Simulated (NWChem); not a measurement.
System: C2H5ClSi; SMILES C=C[SiH2]Cl

```xyz
9

Si    -0.7442    -0.0397    -0.0114
Cl     0.4112    -1.7646     0.0532
C      0.3063     1.4199    -0.4838
C      0.4742     2.4740     0.3238
H     -1.3289     0.1917     1.3398
H     -1.8223    -0.2858    -1.0109
H      0.8020     1.4230    -1.4633
H      1.0840     3.3375     0.0348
H      0.0096     2.5239     1.3155
```
Atoms are numbered in this order, from 1.

All runs use the structure optimised with PBE0/def2-SVP.

Q: List the 6 lowest vertical singlet excitations and the 6 lowest triplet ones from PBE/def2-SVP, TDA (NWChem).

A: 
```csv
state,energy (eV),oscillator strength,leading excitation (squared amplitude)
S1,5.49,0.001,HOMO−1 → LUMO (0.92)
S2,5.57,0.009,HOMO−2 → LUMO (0.55)
S3,6.74,0.013,HOMO−3 → LUMO (0.94)
S4,7.03,0.188,HOMO → LUMO+1 (0.31)
S5,7.30,0.006,HOMO−4 → LUMO (0.79)
S6,7.58,0.053,HOMO → LUMO+1 (0.33)
T1,4.31,spin-forbidden,HOMO → LUMO (0.73)
T2,5.24,spin-forbidden,HOMO−1 → LUMO (0.70)
T3,5.40,spin-forbidden,HOMO−2 → LUMO (0.61)
T4,6.32,spin-forbidden,HOMO−3 → LUMO (0.98)
T5,7.06,spin-forbidden,HOMO−4 → LUMO (0.60)
T6,7.11,spin-forbidden,HOMO → LUMO+1 (0.48)
```
